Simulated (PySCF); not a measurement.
1-methylsulfanylbut-2-yne (C5H8S), SMILES CC#CCSC.

Geometry: PBE-D3(BJ)/def2-SVP. One conformer was computed; it need not be the lowest.

Method: PBE-D3(BJ)/def2-SVP (PySCF).

Frequencies are harmonic and unscaled.

```csv
mode,ν (cm⁻¹),IR (km/mol),moving atoms (share of kinetic energy)
1,19,0.2,H 94 %
2,52,1.9,"C 60 %, H 25 %, S 14 %"
3,84,2.8,"C 62 %, H 20 %, S 18 %"
4,174,0.0,H 92 %
5,204,10.6,"C 64 %, H 35 %"
6,219,1.7,"C 53 %, H 25 %, S 21 %"
7,281,2.4,"C 69 %, H 17 %, S 13 %"
8,373,0.0,"C 81 %, H 19 %"
9,439,0.0,"C 82 %, S 12 %"
10,701,6.3,"C 60 %, S 24 %, H 16 %"
11,719,0.5,"C 66 %, S 24 %, H 10 %"
12,762,2.0,"C 75 %, H 22 %"
13,847,0.2,"H 68 %, C 31 %"
14,934,4.3,"H 81 %, C 16 %"
15,940,4.1,"H 71 %, C 23 %"
16,992,3.5,"H 68 %, C 32 %"
17,994,3.1,"H 69 %, C 31 %"
18,1109,0.0,H 92 %
19,1151,21.6,"H 63 %, C 37 %"
20,1224,23.3,"C 58 %, H 42 %"
21,1282,1.8,"H 85 %, C 15 %"
22,1344,4.6,"H 70 %, C 30 %"
23,1385,9.3,H 96 %
24,1389,0.1,"H 87 %, C 13 %"
25,1393,7.6,H 97 %
26,1394,7.2,H 97 %
27,1405,12.4,H 96 %
28,2301,6.7,C 100 %
29,2940,28.1,H 95 %
30,2957,39.4,H 97 %
31,2958,18.3,H 97 %
32,2988,9.4,"H 90 %, C 10 %"
33,3040,4.4,"H 91 %, C 9 %"
34,3041,3.7,"H 91 %, C 9 %"
35,3049,12.9,"H 90 %, C 10 %"
36,3086,3.3,"H 91 %, C 9 %"
```
